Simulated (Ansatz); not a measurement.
One geometry of Ga₄As₅⁻, several levels of theory.

```yaml
crystal:
  periodic: [false, false, false]
  atoms:
    - {symbol: Ga, position_ang: [-0.755811, -2.293658, -0.769531]}
    - {symbol: Ga, position_ang: [0.397605, 2.610118, 0.346025]}
    - {symbol: Ga, position_ang: [-1.197964, 0.351806, 0.069508]}
    - {symbol: Ga, position_ang: [1.321361, 0.151762, -0.890456]}
    - {symbol: As, position_ang: [-1.550823, 2.246567, 1.606341]}
    - {symbol: As, position_ang: [0.970588, -1.113501, 1.322844]}
    - {symbol: As, position_ang: [1.072361, -3.331050, 0.333283]}
    - {symbol: As, position_ang: [-2.686639, -1.060215, -1.220557]}
    - {symbol: As, position_ang: [2.429312, 2.438170, -0.797458]}
basis:
  gaussian: {orbitals: def2-SVP, initial_orbitals: start.molden}
total_charge: -1
magnetization: {spin_polarized: true, initial_magnetization: 4}
hamiltonian: {xc: r2scan, dispersion: d4}
scf: {omitted_lower_state_checks: [starts]}
output: {orbitals: {seedname: orbitals}}
```

The file start.molden holds the orbitals of an earlier run on this structure, at another level or in another basis.

```sh
$ ansatz run in.yaml --threads 4 --pin off --events-out ev --progress --plain --max-ram 6963MiB
```

Output, abridged:

```
Functional definition: r2SCAN
3235 factors; their error is unknown
mean field evaluation 1: about -513660.8829 eV, gradient 8.5e0 eV
mean field evaluation 2: about -513661.0521 eV, gradient 2.8e-1 eV
mean field evaluation 4: about -513660.7968 eV, gradient 1.8e-2 eV
mean field evaluation 8: about -513660.7968 eV, gradient 6.4e-5 eV
mean field -513660.79683647 eV, -18876.6861119472 hartree, gradient 8.6e-6 eV, S^2 6.047007; 0 other end points of the search recorded, 0 dependent functions left out
reference -513660.79685226 eV, -18876.6861125274 hartree; 147, 143 occupied and 141, 145 virtual orbitals, 3235 factors
Total energy: -513660.99926892 eV, -18876.6935512024 hartree
Checks for a lower state left out: starts
```

Run time 94 s (4 threads of Intel Xeon on a shared host), peak host memory 1.2 GiB.

The first input with `hamiltonian: {xc: pbe, dispersion: d4}` (abridged; 23 s):

```
Functional definition: PBE
mean field -513584.86953407 eV, -18873.8958350494 hartree, gradient 1.5e-5 eV, S^2 6.015704
Total energy: -513585.80912776 eV, -18873.9303644806 hartree
Checks for a lower state left out: starts
```

Geometry: PBE-D4/def2-SVP.

At PBE-D4/def2-SVP a singlet of charge -1 lies 1.62 eV below the quintet, each at its own geometry. The structure comes from a short search, and lower isomers may exist.
